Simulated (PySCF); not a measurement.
## Calculated NMR parameters of C#Cc1ccccc1C(F)(F)F

```yaml
Formula: C9H5F3
SMILES: C#Cc1ccccc1C(F)(F)F
Point_group_of_the_computed_structure: Cs
Degrees_of_unsaturation: 6
Carbon_signals: 9
Proton_signals: 5
```

Atoms are numbered as in `[CH:1]#[C:2][c:3]1[cH:4][cH:5][cH:6][cH:7][c:8]1[C:9]([F:10])([F:11])[F:12]`. Hydrogens are named by the atom that carries them.

Fast rotation and ring inversion assumed for equivalent nuclei, gas phase, no relativistic terms, one conformer. GFN2-xTB structure; NMR shieldings at PBE0/pcSseg-1/GIAO; PySCF 2.14.

δ = σ(ref) − σ, references computed at the same level: $^{1}$H, $^{13}$C against TMS; $^{19}$F vs CFCl3.

| carbon | δC, type | δH (multiplicity) | HMBC from (2–3 bonds) | span of the C tensor (ppm) |
| --- | --- | --- | --- | --- |
| C1 | 97.9, CH | 3.34 (s) | – | 163 |
| C2 | 84.5, C | – | H(C4), H(C1) | 302 |
| C3 | 127.0, C | – | H(C7), H(C4), H(C5), H(C1) | 210 |
| C4 | 140.9, CH | 8.02 (d) | H(C5), H(C6) | 230 |
| C5 | 136.9, CH | 7.80 (m) | H(C7), H(C4), H(C6) | 240 |
| C6 | 133.5, CH | 7.71 (m) | H(C7), H(C4), H(C5) | 233 |
| C7 | 131.7, CH | 8.03 (m) | H(C5), H(C6) | 231 |
| C8 | 140.8, C | – | H(C7), H(C4), H(C6) | 202 |
| C9 | 133.4, C | – | H(C7) | 15 |

Other nuclei:
```
      atoms   nucleus              environment  δ (ppm)  σ (ppm)
F10/F11/F12  $^{19}$F  fluorine of a CF3 group    -77.8    248.7
```

1. Carbon types of the structure: 4 × C, 5 × CH, which accounts for all hydrogens.
2. δC 140.9, 136.9, 133.5, 131.7: aromatic CH.
3. δC 140.8, 127.0: substituted aromatic carbon.
4. δC 133.4: CF3 carbon; 3 electronegative neighbours deshield it.
5. δC 97.9: terminal alkyne carbon; the triple bond shields along its axis, which puts it between sp3 and sp2 carbons.
6. δC 84.5: alkyne carbon; the triple bond shields along its axis, which puts it between sp3 and sp2 carbons.

Splittings by $^{19}$F in the carbon and heteronuclear signals aren't shown, as no couplings were computed. Shifts are as computed. Against solution values, carbons near 30 ppm lie about +3 ppm off and those near 130 ppm about +5 ppm. Of 1211 compounds with measured shifts, 218 miss one by over three times the rms of a fit or turn the order of signals round; such compounds aren't used in these exercises. Unscaled 19F shifts against computed CFCl3 carry errors that often reach 10 to 50 ppm. Multiplicities follow the n + 1 count of equivalent neighbours, as no J values were calculated; m marks all less simple cases, F and P coupling included.
